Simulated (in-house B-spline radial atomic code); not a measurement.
Sr⁸⁺. Computed with a B-spline radial atomic code. Model: all-electron spherical atom, spin shells full or empty, radial basis limit, no spin-orbit coupling: exact exchange with a local potential (Slater, KLI or optimised effective potential, whose far tail is KLI's), no correlation.

The run also made RPA and GW results, which its time includes.

The Slater potential averages the orbital exchange potentials with the orbital densities as weights, KLI adds orbital constants, and the optimised effective potential minimises the exact-exchange energy among local potentials. So their energies lie above Hartree-Fock in the order OEP, KLI, Slater. All fall off as −1/r, unlike LDA and GGA exchange.

Command:
```bash
python run_gw.py task.json out
```
Settings (lengths in bohr, energies in hartree):
```
Z                      38
electrons              30
configuration          [Ar] 3d10 4s2
hamiltonian            nr
method                 kli
lmax                   9
spin_polarised         False
box_radius             7.7
intervals              69
ion_configuration      [Ar] 3d10 4s1
```

Time taken, with all properties: 12 s on 1 thread of Arm Neoverse N1, with other jobs on the host.

Given: hamiltonian non-relativistic; mean-field start exchange-only KLI.

Computed: energy above Hartree-Fock 11.624 millihartree; virial ratio -E/T less 1 0.000491.

| radius (bohr) | r times exchange potential (hartree bohr) |
| --- | --- |
| 0.00132 | -0.039511 |
| 0.00162 | -0.048437 |
| 0.00199 | -0.059408 |
| 0.00245 | -0.072968 |
| 0.00301 | -0.089336 |
| 0.0037 | -0.10927 |
| 0.00455 | -0.13338 |
| 0.0056 | ? |
| 0.00688 | -0.19655 |
| 0.00846 | -0.23653 |
| 0.0104 | -0.28209 |
| 0.0128 | -0.33279 |
| 0.0157 | -0.38554 |
| 0.0194 | -0.43965 |
| 0.0238 | -0.48623 |
| 0.0293 | -0.52127 |
| 0.036 | -0.53757 |
| 0.0443 | -0.53575 |
| 0.0544 | -0.53484 |
| 0.0669 | -0.57592 |
| 0.0823 | -0.67704 |
| 0.101 | -0.80118 |
| 0.124 | -0.90295 |
| 0.153 | -0.94671 |
| 0.188 | -0.91615 |
| 0.232 | -0.87563 |
| 0.285 | -0.98087 |
| 0.35 | -1.1971 |
| 0.431 | -1.3673 |
| 0.529 | -1.4018 |
| 0.651 | -1.2817 |
| 0.801 | -1.0549 |
| 0.985 | ? |
| 1.21 | -0.88663 |
| 1.49 | -0.95496 |
| 1.83 | -0.9888 |
| 2.25 | -0.99829 |

(1) What belongs in the row 0.0056?

(2) What belongs in the row 0.985?

| occupied | level (hartree) | Hartree-Fock level (hartree) |
| --- | --- | --- |
| 1s | -578.61 | -588.58 |
| 2s | -81.615 | -85.166 |
| 2p | -74.816 | -77.779 |
| 3s | -16.825 | -18.112 |
| 3p | -14.322 | -15.318 |
| 3d | ? | ? |
| 4s | -5.6487 | -5.6504 |

(3) What belongs in the row 3d?

```json
{"empty": "4p", "level (hartree)": "-4.9136"}
{"empty": "4d", "level (hartree)": "-3.724"}
{"empty": "5s", "level (hartree)": "-2.9552"}
{"empty": "5p", "level (hartree)": "?"}
{"empty": "4f", "level (hartree)": "-2.6293"}
```

(4) What belongs in the row 5p?

Answers

(1) r times exchange potential (hartree bohr): -0.16242.

(2) r times exchange potential (hartree bohr): -0.87672.

(3) level (hartree): -9.7893; Hartree-Fock level (hartree): -10.339.

(4) level (hartree): -2.6606.

The highest level, 4s, differs from Hartree-Fock by +0.046 eV and the deepest, 1s, by +271 eV: a local potential can match the highest level but can't give each shell its own exchange.
